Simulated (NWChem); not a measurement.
Species: C3H10N cation; SMILES CC(C)[NH3+]

B3LYP is NWChem's, with the RPA form of VWN correlation.

Give the equilibrium geometry at B3LYP/6-31G* (spherical d) (NWChem) as a Z-matrix, with the point group.

point group Cs; any orientation.
```
C
H 1 1.0942
C 1 1.5238 2 110.70
H 3 1.0937 1 108.75 2 -63.35
H 3 1.0957 4 107.31 1 -121.67
H 3 1.0963 4 107.50 5 -117.27
C 1 1.5238 2 110.70 3 -128.40
H 7 1.0937 1 108.75 2 63.35
H 7 1.0957 8 107.32 1 121.67
H 7 1.0963 8 107.50 9 117.27
N 1 1.5475 2 103.74 7 -115.80
H 11 1.0277 1 111.59 2 -60.37
H 11 1.0277 12 107.89 1 -122.93
H 11 1.0284 12 107.45 13 -115.59
```
